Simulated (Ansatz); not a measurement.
System: C$_{3}$H$_{6}$O, charge 0, singlet. C3H6O (SMILES O1[C@H](C1)C).
B3LYP-D3(BJ)/def2-TZVP minimum from Ansatz (a quantum-chemistry and plane-wave program):
```xyz
10

C     -1.5095     0.1353    -0.0295
C     -0.1424    -0.4792    -0.1055
C      1.0242     0.2621    -0.5856
O      0.8383     0.0192     0.8123
H     -2.0569    -0.2511     0.8326
H     -2.0846    -0.1000    -0.9282
H     -1.4388     1.2192     0.0666
H     -0.1200    -1.5621    -0.2107
H      0.9041     1.2970    -0.8935
H      1.8563    -0.2662    -1.0411
```

Property: atomisation energy (electronic, to ground-state atoms), in kcal/mol. Open shells are spin-unrestricted; no spin-orbit coupling. CBS(X,Y): correlation extrapolated as X^-3, Hartree-Fock from the larger set. A bracket is a step between two methods taken in the basis named. Functionals run without relativity, which enters their misses. Double hybrids freeze cores in their MP2 part. '+ core + X2C': CCSD(T) terms for core correlation (cc-pwCVTZ) and scalar relativity (cc-pVTZ-DK). Where a partner has so few electrons that a lower coupled-cluster level is exact, that level stands in.

CCSD(T)/CBS(cc-pVTZ,cc-pVQZ) + [CCSDT(Q) - CCSD(T)]/cc-pVDZ + core + X2C (Ansatz) gives 951.5 kcal/mol.

Problem. What does PBE/def2-TZVPD (Ansatz) give here, and how do the other levels compare?

Solution. PBE gives 972.2 kcal/mol, 20.7 kcal/mol above it. Differences of the others: B3LYP/def2-TZVPD (Ansatz) -8.5; wB97M-V/def2-TZVPD (Ansatz) -0.2; B2PLYP/def2-TZVPD (Ansatz) -13.7; CCSD(T)/CBS(cc-pVTZ,cc-pVQZ) + core + X2C (Ansatz) -0.6 kcal/mol. Nearer than PBE: B3LYP/def2-TZVPD, wB97M-V/def2-TZVPD, B2PLYP/def2-TZVPD, CCSD(T)/CBS(cc-pVTZ,cc-pVQZ) + core + X2C.
